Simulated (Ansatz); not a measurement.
Wavefunction ladder for ClGe2H5 (`[Cl][GeH2][GeH3]`)

```xyz
8

Cl   -2.0232    0.0710    1.7400
Ge   -0.0965    0.6756    0.9544
Ge    0.2880   -0.6289   -1.0498
H    -0.1970    2.1872    0.6945
H     0.9241    0.4032    2.0709
H     0.2933   -2.1191   -0.6860
H     1.6434   -0.2463   -1.6659
H    -0.8320   -0.3426   -2.0581
```

Charge 0, multiplicity 1. Correlated methods include outer-core shells of Ge, which these sets cover unevenly. Scalar relativity is left out up to krypton. The structure was optimised at the PBE0-D4/def2-TZVP level. Frozen core, restricted reference, Ansatz.

| basis | HF (Eh) | MP2 corr. | CCSD corr. | (T) | CCSD(T) total |
| --- | --- | --- | --- | --- | --- |
| def2-SVP | -4612.51336 | -0.60053 | -0.62946 | -0.01653 | -4613.15935 |
| def2-TZVPP | ? | -0.71278 | ? | -0.02749 | ? |
| def2-QZVPP | ? | ? | – | – | – |

Problem. Fill in the withheld values. (Best estimate.)

Solution. Ansatz gave: def2-TZVPP HF (Eh): -4613.20283; def2-TZVPP CCSD corr.: -0.75020; def2-TZVPP CCSD(T) total: -4613.98052; def2-QZVPP HF (Eh): -4613.30024; def2-QZVPP MP2 corr.: -1.26005.
